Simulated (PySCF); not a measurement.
# Dipole response of N (nitrogen, neutral)

[He] 2s2 2p3, high-spin 4S determinant. Calculation: PySCF 2.14, in ANO-RCC-VTZP (4s3p2d1f, 30 functions); the spin-free X2C one-electron Hamiltonian (Gaussian nucleus). Coupled (time-dependent) response in atomic units; α is the mean over directions. The basis has no added diffuse functions, which lowers α and C₆.

| method | mean α (bohr³) | C₆ (like pair) | S(−4) |
| --- | --- | --- | --- |
| UHF | 6.100 | 19.26 | 21.78 |
| PBE | 6.160 | 20.47 | 18.39 |
| PBE0 | 6.073 | 19.92 | 18.25 |
| TPSSh | 6.158 | 20.46 | 18.48 |
| PW91 | 6.160 | 20.43 | 18.51 |

S(−4) is the Cauchy moment in α(ω) = α(0) + S(−4) ω² + …

Reference α: 7.4 ± 0.2 bohr³ (recommended; Schwerdtfeger and Nagle, table of static dipole polarizabilities (2023 update)). Published C₆: 24.20 (Chu and Dalgarno (2004); Tang, Norbeck and Certain (1976)).

α(iu) at PW91:

```tsv
u (hartree)	α(iu) (bohr³)
0	6.160
0.0500	6.114
0.100	5.984
0.200	5.540
0.300	4.990
0.500	3.949
0.750	2.958
1.00	2.252
1.50	1.379
2.00	0.9089
3.00	0.4700
5.00	0.1899
```

A single London oscillator, α(iu) = α/(1 + u²/ω²), gives C₆ = (3/4) ω α². Matching the computed C₆ needs ω = 4 × 20.43 / (3 × 6.160²) = 0.718 hartree.
